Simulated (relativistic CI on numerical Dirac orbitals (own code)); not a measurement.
Calculated at this level of theory: Dirac-Coulomb-Breit CI, orbitals from a KLI potential per configuration, a model potential for QED, unscaled Slater integrals (own radial code, finite nucleus).

Configuration list (outside the closed core [Ne]): 3s, 3p, 3d, 4s, 4p, 4d, 4f, 5s, 5p, 5d, 5f, 5g, 6s, 6p, 6d, 7s, 7p. Levels of other configurations are missing.

At this charge configurations can still be misplaced by up to about 7 % of their energy.

Outline of the computed level scheme of K IX. Lowest level of each configuration: 3s ²S1/2 at 0.000 eV; 3p ²P°1/2 at 19.499 eV; 3d ²D3/2 at 46.511 eV; 4s ²S1/2 at 86.301 eV; 4p ²P°1/2 at 93.678 eV; 4d ²D3/2 at 103.415 eV; 4f ²F°5/2 at 106.234 eV; 5s ²S1/2 at 121.397 eV; 5p ²P°1/2 at 124.947 eV.

Some strong electric-dipole decays among the lowest 15 levels: 4f ²F°7/2 → 3d ²D5/2 (1.0e+11 s⁻¹); 4f ²F°5/2 → 3d ²D3/2 (9.4e+10 s⁻¹); 4s ²S1/2 → 3p ²P°3/2 (3.1e+10 s⁻¹); 4d ²D5/2 → 3p ²P°3/2 (2.7e+10 s⁻¹); 4d ²D3/2 → 3p ²P°1/2 (2.2e+10 s⁻¹); 4p ²P°1/2 → 3s ²S1/2 (1.6e+10 s⁻¹); 4p ²P°3/2 → 3s ²S1/2 (1.5e+10 s⁻¹); 4s ²S1/2 → 3p ²P°1/2 (1.5e+10 s⁻¹).
